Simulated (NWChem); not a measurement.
Species: Si2NH5, singlet; SMILES N[Si][SiH3]

```xyz
8

Si    -0.7582     0.8277     0.0000
N      0.8183     1.5591     0.0000
H      0.9264     2.5793     0.0000
H      1.7306     1.0887     0.0000
Si     0.0982    -1.4454     0.0000
H      1.6149    -1.5043     0.0000
H     -0.3806    -2.2149    -1.2101
H     -0.3806    -2.2149     1.2101
```
Atoms are numbered in this order, from 1.

Low-valent species are run as closed-shell singlets; no triplet was tried in these runs. All runs use the structure optimised with PBE-D3(BJ)/def2-SVP.

Symmetry labels are those of Cs in the frame above (b1 and b2, or b-type labels, depend on it).

Task: List the 6 lowest vertical singlet excitations from PBE/6-31G* (spherical d), TDA (NWChem).

Result: 
| state | energy (eV) | oscillator strength | symmetry | leading excitation (squared amplitude) |
|---|---|---|---|---|
| S1 | 2.96 | 0.010 | a" | HOMO → LUMO (0.98) |
| S2 | 4.99 | 0.072 | a' | HOMO → LUMO+1 (0.85) |
| S3 | 5.49 | 0.015 | a" | HOMO−2 → LUMO (0.70) |
| S4 | 5.61 | 0.016 | a' | HOMO−3 → LUMO (0.63) |
| S5 | 5.98 | 0.005 | a" | HOMO−4 → LUMO (0.58) |
| S6 | 6.11 | 0.356 | a' | HOMO → LUMO+2 (0.61) |
